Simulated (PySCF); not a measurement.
Compound: CH7BGe.
Numbering: `[BH2:1][GeH2:2][CH3:3]` (hydrogens: H4, H5 on B1; H6, H7 on Ge2; H8, H9, H10 on C3)

Geometry (PBE0-D3(BJ)/def2-SVP, Å), atoms numbered from 1 in this order:
```xyz
10
CH7BGe angstrom
B      1.900   -0.214   -0.034
Ge     0.049    0.641   -0.335
C     -1.329   -0.634    0.261
H      2.394   -0.941   -0.864
H      2.501   -0.052    1.002
H     -0.216    0.970   -1.821
H     -0.137    1.949    0.466
H     -1.208   -0.864    1.329
H     -1.270   -1.570   -0.312
H     -2.324   -0.192    0.109
```

Theory: PBE0-D3(BJ)/def2-SVP geometry optimisation, gas phase (PySCF 2.14.0).

Take the most abundant isotopes and a rigid rotor. The values belong to one conformer with, in the numbering `[BH2:1][GeH2:2][CH3:3]`, H–B1–Ge2–C3 86° and -91°.

Q: What are A, B and C (MHz)?

A: Ia = 42.12, Ib = 89.22, Ic = 117.57 u·Å²; 505379 MHz·u·Å²/I gives A = 11997, B = 5665, C = 4299 MHz.

Q: Classify the top.

A: An asymmetric top: κ = (2 × 5665 − 11997 − 4299)/(11997 − 4299) = -0.65.

Q: Is it planar, by Δ = Ic − Ia − Ib?

A: Not planar: Δ = Ic − Ia − Ib = -13.77 u·Å². For a rigid frame Δ = −2 Σ m c², so Σ m c² = 6.89 u·Å² lies off the ab plane, practically all of it from hydrogen. The atom farthest from that plane is 1.25 Å away.

Q: Predict some low-J microwave lines.

A: The dipole components are |μa| = 0.25 D, |μb| = 0.61 D, |μc| = 0.01 D. Intensities carry the squares of the components, which stand as 0.17 : 1.00 : 0.00 (a : b : c). Some lines, for components of 0.1 D or more:

```csv
type,branch,"J(Ka,Kc)",MHz,lower level (cm⁻¹)
a,Q,"3(2,1) ← 3(2,2)",964,2.930
b,Q,"2(1,1) ← 2(0,2)",9263,0.990
a,R,"1(0,1) ← 0(0,0)",9963,0.000
b,Q,"3(1,2) ← 3(0,3)",11944,1.962
b,R,"1(1,1) ← 0(0,0)",16296,0.000
b,Q,"3(2,1) ← 3(1,2)",18047,2.360
b,Q,"2(2,0) ← 2(1,1)",19196,1.299
b,Q,"2(2,1) ← 2(1,2)",23096,1.163
b,R,"2(1,2) ← 1(0,1)",24893,0.332
a,R,"3(0,3) ← 2(0,2)",29124,0.990
a,R,"3(2,2) ← 2(2,1)",29890,1.933
a,R,"3(1,2) ← 2(1,1)",31805,1.299
b,R,"3(1,3) ← 2(0,2)",32890,0.990
b,Q,"3(3,1) ← 3(2,2)",35194,2.930
b,R,"3(2,2) ← 2(1,1)",48888,1.299
b,R,"3(2,1) ← 2(1,2)",53951,1.163
```

Stationary, but not proved a minimum. No vibrational averaging or centrifugal distortion is included, and the geometry carries the error of its method. A rigid rotor knows nothing of internal rotation, which can split or shift real lines. Quadrupole hyperfine structure (11B) is left out.

On one thread, Arm Neoverse V2 (aarch64), no GPU, shared host with 192 logical CPUs at a one-minute load of 15, this took 9.7 s wall and 0.39 GiB of memory at its peak. These figures are those of the optimisation.
